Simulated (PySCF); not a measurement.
Structure elucidation problem

Molecular formula: C4H14NOPSi2. Simulated spectra:

1H NMR (500 MHz, computed): δ 8.73 (m, 1H), 8.58 (m, 1H), 5.90 (m, 1H), 1.31 (m, 2H), 0.13 (s, 9H).

13C{1H} NMR (computed): δ 172.5 (CH2), 3.0 (CH3, 3C).

Equivalent nuclei averaged, one conformer, no relativistic terms, in vacuum. Geometry from GFN2-xTB; σ from GIAO-PBE0/pcSseg-1; PySCF.

Referencing at the same level of theory: 1H (31.72 ppm), 13C (186.93 ppm) vs TMS.

Deduce the structure.

Results:


- 2 carbon signals for 4 carbons: some carbons are equivalent by symmetry or fast rotation.
- Carbon types of the structure: 1 × CH2, 3 × CH3, leaving 3 H on heteroatoms.
- δC 172.5: C=N carbon.
- δC 3.0: methyl carbon bonded to Si; an electropositive neighbour leaves it electron-rich and shielded.
- δH 8.73, 8.58: hydrogen on a C=N carbon.
- δH 5.90: hydrogen on a silicon bonded to N, O, P.
- δH 1.31: hydrogen on a phosphorus bonded to Si.
- δH 0.13: hydrogen on a methyl carbon bonded to Si; an electropositive neighbour shields it, as in TMS itself.

The compound is `C=N[Si@H](P)O[Si](C)(C)C`.

This is the structure that produced the data.

Splittings by 31P in the carbon and heteronuclear signals aren't shown, as no couplings were computed. Shifts are as computed. Against solution values, carbons near 30 ppm lie about +3 ppm off and those near 130 ppm about +5 ppm. Of 1211 compounds with measured shifts, 218 miss one by over three times the rms of a fit or turn the order of signals round; such compounds aren't used in these exercises. No couplings were computed; multiplicities are counted from neighbouring protons, with m where these are inequivalent, close in shift, in a saturated or five-membered ring or joined by F or P, and br s for small geminal =CH2 splittings.
